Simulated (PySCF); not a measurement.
Hirshfeld charges from PBE0/pcSseg-1 densities (PySCF) at GFN2-xTB geometries, gas phase, one conformer each. Species are given as SMILES. The Hirshfeld scheme divides the density at each point in proportion to the densities of the neutral, spherically averaged free atoms.

**Question.** Rank these species by the highest charge on any of their hydrogens, highest value first.
A. `C(OCC)/C=C\CC`
B. `FC(F)(F)C(F)([SiH3])[SiH3]`
C. `CC(=O)/C=C(/C)[O-]`
D. `C/C=C/CC#N`
E. `FC(F)[C@@]12C=CC[C@]1(F)C2`

**Answer.** D (+0.070 e), E (+0.057 e), A (+0.045 e), C (+0.023 e), B (-0.062 e).

**Question.** Rank these species by the lowest charge on any of their atoms, highest value first.
A. `N#CC/C=C/C`
B. `[SiH3]c1oc2ccccc2p1`
C. `FC(F)(F)C(F)([SiH3])[SiH3]`
D. `CO[Si@H]1OCC(=O)O[SiH2]1`
E. `CC(=O)/C=C(/C)[O-]`
F. `CC/C=C\COCC`

**Answer.** B (-0.083 e), C (-0.106 e), F (-0.134 e), A (-0.235 e), D (-0.263 e), E (-0.389 e).

**Question.** For each of these, name the hydrogen and the heavy atom of highest charge and the atom of lowest charge, and give the mean charge of the hydrogens: `[F:1][CH:2]([F:3])[C@@:4]12[CH:5]=[CH:6][CH2:7][C@:8]1([F:9])[CH2:10]2`; `[CH3:1][CH2:2]/[CH:3]=[CH:4]\[CH2:5][O:6][CH2:7][CH3:8]`; `[CH3:1][C:2](=[O:3])/[CH:4]=[C:5](/[CH3:6])[O-:7]`; `[F:1][C:2]([F:3])([F:4])[C:5]([F:6])([SiH3:7])[SiH3:8]`; `[CH3:1]/[CH:2]=[CH:3]/[CH2:4][C:5]#[N:6]`; `[CH3:1][O:2][Si@H:3]1[O:4][CH2:5][C:6](=[O:7])[O:8][SiH2:9]1`; `[SiH3:1][c:2]1[o:3][c:4]2[cH:5][cH:6][cH:7][cH:8][c:9]2[p:10]1`.

**Answer.** 
| SMILES | H of highest charge | its q (e) | heavy atom of highest charge | its q (e) | atom of lowest charge | its q (e) | mean q of all H (e) |
| --- | --- | --- | --- | --- | --- | --- | --- |
| FC(F)[C@@]12C=CC[C@]1(F)C2 | H on C10 or H on C5 | +0.057 | C2 (CHF2 carbon) | +0.146 | F1 (fluorine of a CF2 group) | -0.115 | +0.053 |
| CC/C=C\COCC | H on C5 (methylene hydrogen) | +0.045 | C7 (sp3 carbon bound to oxygen) | +0.005 | O6 (ether oxygen) | -0.134 | +0.038 |
| CC(=O)/C=C(/C)[O-] | H on C1 or H on C6 (methyl hydrogen) | +0.023 | C2 (carbon bonded to 2 C and O) | +0.081 | O3 (oxygen bonded to C) | -0.389 | +0.015 |
| FC(F)(F)C(F)([SiH3])[SiH3] | H on Si8 or H on Si7 (Si–H hydrogen) | -0.062 | Si7 or Si8 (SiH3 silicon) | +0.303 | F6 (alkyl fluorine) | -0.106 | -0.065 |
| C/C=C/CC#N | H on C4 (methylene hydrogen) | +0.070 | C5 (nitrile carbon) | +0.083 | N6 (nitrile nitrogen) | -0.235 | +0.055 |
| CO[Si@H]1OCC(=O)O[SiH2]1 | H on C5 (methylene hydrogen) | +0.057 | Si3 (oxygen-bound silicon) | +0.374 | O7 (carbonyl oxygen) | -0.263 | +0.004 |
| [SiH3]c1oc2ccccc2p1 | H on C5 (aromatic hydrogen) | +0.056 | Si1 (SiH3 silicon) | +0.307 | C9 or C2 | -0.083 | +0.001 |

'Or' marks atoms within 0.002 e of each other.
